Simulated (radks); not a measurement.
The numbers below are computed, except where a source is named.
Task: Radial electron density D(r) = 4 pi r^2 rho(r) of an atom or ion with 29 electrons. Code: a radial shooting solver on a logarithmic mesh with Libxc functionals. Model: Dirac Kohn-Sham, PBEsol, spin-unpolarised, spherical densities, finite nucleus; Fermi nuclear charge, rms radius of each element as measured or else 0.836 A^(1/3) + 0.57 fm.

| r (bohr) | D(r) (e/bohr) |
|---|---|
| 0.001511 | 4.267 |
| 0.001921 | 6.347 |
| 0.002442 | 9.326 |
| 0.003129 | 13.66 |
| 0.003977 | 19.37 |
| 0.005056 | 26.81 |
| 0.006479 | 36.28 |
| 0.008237 | 46.70 |
| 0.01047 | 57.21 |
| 0.01342 | 66.19 |
| 0.01706 | 70.83 |
| 0.02186 | 70.10 |
| 0.02779 | 65.39 |
| 0.03533 | 61.48 |
| 0.04527 | 64.60 |
| 0.05755 | 75.99 |
| 0.07316 | 87.74 |
| 0.09375 | 87.42 |
| 0.1192 | 73.54 |
| 0.1515 | 62.13 |
| 0.1942 | 66.34 |
| 0.2468 | 72.14 |
| 0.3138 | 58.35 |
| 0.4021 | 30.06 |
| 0.5111 | 10.83 |
| 0.6498 | 3.723 |
| 0.8327 | 1.180 |
| 1.059 | 0.2080 |
| 1.346 | 0.01332 |
| 1.724 | 0.0001999 |

What is the nuclear charge?

Result: Z = 54. The innermost maximum, from 1s, lies near gamma/Z bohr with gamma = sqrt(1 - (Z/c)^2) = 0.919, here 0.017 bohr (found: 0.0186), and its height grows with Z. The density is that of the xenon ion Xe25+ in [Ar] 3d10 4s1; the configuration itself is not fixed sharply by these data, and Z only to a few units. D(r) has 3 maxima, at r = 0.0186, 0.0825, 0.241 bohr, and minima at 0.0368, 0.160 bohr, inside which lie 2.03, 11.29 electrons.
